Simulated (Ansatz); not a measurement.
System: sum formula ZrOF₂, net charge 0, singlet state. 
Coordinates optimised at B3LYP-D3(BJ)/def2-TZVP (Ansatz, a program for electronic structure):
```
Zr
O 1 1.7491
F 1 1.9461 2 112.03
F 1 1.9461 2 112.03 3 -138.72
```

Total electronic energies in hartree. Valence correlation only, unless marked. Spin-orbit coupling is left out. Frozen are the shells of the preceding noble gas and the d and f shells that filled before the atom's block. In def2 rows, elements after Kr have scalar-relativistic effective core potentials. Basis-set limits of correlation are two-point, X^-3; Hartree-Fock from the larger set. [CCSD(T)-MP2]/basis is that difference in the basis named.

```csv
level,program,energy (Eh)
RI-HF/def2-QZVPP,Ansatz,-320.60122
revPBE-D3(BJ)/def2-TZVPD,Ansatz + dftd3,-322.25347
revPBE-D4/def2-TZVPD,Ansatz + dftd4,-322.25582
B3LYP-D3(BJ)/def2-TZVPD,Ansatz + dftd3,-322.31150
PBE0-D3(BJ)/def2-TZVP,Ansatz + dftd3,-322.00373
r2SCANh/def2-TZVPD,Ansatz,-322.16553
r2SCAN0-D4/def2-TZVPD,Ansatz + dftd4,-322.11234
r2SCAN0/def2-TZVPD,Ansatz,-322.11163
HSE06/def2-TZVPD,Ansatz,-321.99326
CAM-B3LYP/def2-TZVPD,Ansatz,-322.18505
wB97X-V/def2-TZVPD,Ansatz,-322.16188
B2GP-PLYP-D3(BJ)/def2-TZVPD,Ansatz + dftd3,-321.91737
RPA@PBE/def2-TZVPP,Ansatz,-321.80191
MP2/def2-SVPD,Ansatz,-320.96453
"RI-MP2/CBS(def2-TZVPPD,def2-QZVPPD)+[CCSD(T)-MP2]/def2-TZVPPD",Ansatz,-321.6174
```

Totals of different functionals don't rank their quality; only differences between species are comparable.
